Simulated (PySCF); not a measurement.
**How methods differ on the ionisation energy of Sc(2+)**

Sc(2+) [Ar] 3d1 (2D) → Sc(3+) [Ar] (1S), as a difference of total energies. Computed with PySCF 2.14 in aug-cc-pVTZ-DK (8s7p5d3f2g, 93 functions), with the spin-free X2C one-electron Hamiltonian (Gaussian nucleus). The calculations carry no spin-orbit coupling.

```csv
method,ionisation energy (eV)
UHF,23.834
LDA,25.366
PBE,25.314
r2SCAN,25.097
BLYP,25.318
wB97X,24.882
M06-L,24.652
```

Problem. Estimate what r2SCANh gives.

Solution. 25.079 eV, closest to r2SCAN among the rows shown.

Problem. Estimate what PBE0 gives.

Solution. 25.173 eV, closest to r2SCAN among the rows shown.

A first-order spin-orbit estimate (lowest level to lowest level, LS coupling) adds 0.016 eV.

For comparison: 24.757 eV (measured; NIST Atomic Spectra Database, ionization energies).
